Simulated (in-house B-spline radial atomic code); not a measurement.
What moves the levels of Hf ([Xe] 4f14 5d2 6s2)? Method: Dirac-Hartree-Fock, average of configuration, Fermi nucleus of rms radius 5.347 fm. Calculated with an all-electron radial atomic-structure program (B-spline basis).

Baseline run (computed): total energy -15088.7360 hartree, 1s1/2 at -2416.418 hartree, 5d5/2 at -6.4091 eV with <r> = 2.42 bohr.

Scaling the speed of light c (a factor of 100 is close to the non-relativistic limit):

| c/c0 | ΔE (hartree) | 5d5/2 level (eV) | 5d5/2 <r> (bohr) |
| --- | --- | --- | --- |
| 0.95 | -98.097 | -6.22029 | 2.447 |
| 0.98 | -37.013 | -6.33702 | 2.43 |
| 1.02 | 34.391 | -6.47695 | 2.41 |
| 1.5 | 453.89 | -7.37698 | 2.302 |
| 100 | 767.85 | -8.14285 | 2.228 |

Changing the nucleus:

```csv
nucleus,ΔE (eV)
Gaussian nucleus of rms radius 5.347 fm,-0.377
uniform spherical nucleus of rms radius 5.347 fm,0.0948
Gaussian nucleus of rms radius 0.01 fm,-56.3
Fermi nucleus of rms radius 5.2401 fm,-1.89
Fermi nucleus of rms radius 5.4539 fm,1.91
```

A larger nucleus binds the electrons less, roughly as the density at the nucleus times the change of the nuclear <r²>. At equal rms radius the shape enters only through higher moments. A radius of 0.01 fm is nearly a point.

Q: The nuclear charge is raised by 0.1. What does the Hellmann-Feynman theorem predict for the energy, and what is found?

A: dE/dZ ≈ -Σ<1/r>, which is -522.006 at the start and -523.131 at the end; their mean times 0.1 is -52.257 hartree, and the two runs differ by -52.254 hartree.
